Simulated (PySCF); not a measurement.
Input file for PySCF: D3(BJ) and D4 dispersion corrections on HBr (SMILES Br).

```python
from pyscf import gto
from pyscf.dispersion import dftd3, dftd4

mol = gto.M(
    atom='''
    Br    0.12734367   -0.45496743    4.25969111
    H     0.09829558   -0.36002924    2.83370912
    ''',
    basis='def2-svp',
    charge=0, spin=0, verbose=0, max_memory=1800)
d3, d4 = {}, {}
for xc in ['hf', 'pbe', 'blyp', 'revpbe', 'tpss', 'r2scan', 'b3lyp', 'pbe0', 'bhlyp', 'camb3lyp', 'b2plyp']:
    d3[xc] = float(dftd3.DFTD3Dispersion(mol, xc=xc, version='d3bj', atm=False).get_dispersion()['energy'])
    print(f'D3(BJ) {xc:10s} {d3[xc]:14.8f} Eh')
for xc in ['hf', 'pbe', 'blyp', 'revpbe', 'tpss', 'r2scan', 'b3lyp', 'pbe0', 'bhlyp', 'camb3lyp', 'b2plyp']:
    d4[xc] = float(dftd4.DFTD4Dispersion(mol, xc={'camb3lyp': 'cam-b3lyp'}.get(xc, xc), atm=True).get_dispersion()['energy'])
    print(f'D4     {xc:10s} {d4[xc]:14.8f} Eh')
```

Program output:

```
D3(BJ) hf            -0.00470547 Eh
D3(BJ) pbe           -0.00037573 Eh
D3(BJ) blyp          -0.00084064 Eh
D3(BJ) revpbe        -0.00101297 Eh
D3(BJ) tpss          -0.00046907 Eh
D3(BJ) r2scan        -0.00008970 Eh
D3(BJ) b3lyp         -0.00068502 Eh
D3(BJ) pbe0          -0.00031511 Eh
D3(BJ) bhlyp         -0.00054549 Eh
D3(BJ) camb3lyp      -0.00027783 Eh
D3(BJ) b2plyp        -0.00031341 Eh
D4     hf            -0.00109057 Eh
D4     pbe           -0.00024947 Eh
D4     blyp          -0.00058725 Eh
D4     revpbe        -0.00092435 Eh
D4     tpss          -0.00033960 Eh
D4     r2scan        -0.00005365 Eh
D4     b3lyp         -0.00040936 Eh
D4     pbe0          -0.00020294 Eh
D4     bhlyp         -0.00028898 Eh
D4     camb3lyp      -0.00020141 Eh
D4     b2plyp        -0.00017018 Eh
```

The run finished.

Cost: very roughly 0.020 core-seconds.
